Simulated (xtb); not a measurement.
SiCl₂HI, SMILES [SiH](I)(Cl)Cl. All values are semi-empirical tight-binding results from xtb (GFN2-xTB unless named), good for trends rather than for accurate numbers. The structure is a stationary point at GFN2-xTB.

Optimised geometry:

Bond lengths (Å): Si1–Cl2 2.004, Si1–Cl3 2.004, Si1–I4 2.461, Si1–H5 1.446. Angles (°): Cl2–Si1–Cl3 110.5, Cl2–Si1–I4 109.3, Cl2–Si1–H5 111.3, Cl3–Si1–I4 109.3, Cl3–Si1–H5 111.3, I4–Si1–H5 105.0.

Computed properties:
```json
{
  "point_group_as_xtb_finds_it": "Cs",
  "orbital_gap": "5.75 eV",
  "zero_point_energy": "7.9 kcal/mol",
  "G − E(el) at 298.15 K (modified RRHO)": "-12.7 kcal/mol",
  "static polarisability (D4 model)": "88.3 bohr³",
  "solvation energy, GFN2-xTB/ALPB(water)": "-1.3 kcal/mol",
  "solvation energy, GFN2-xTB/ALPB(ether)": "-6.6 kcal/mol"
}
```

Give the atomic charges and the Wiberg bond orders between heavy atoms. (The exact figures need the calculation; the answer reports its results.)

charges (e) Si1 0.53, Cl2 -0.19, Cl3 -0.19, I4 -0.12, H5 -0.02. Bond orders Si1–Cl2 1.14, Si1–Cl3 1.14, Si1–I4 1.07.
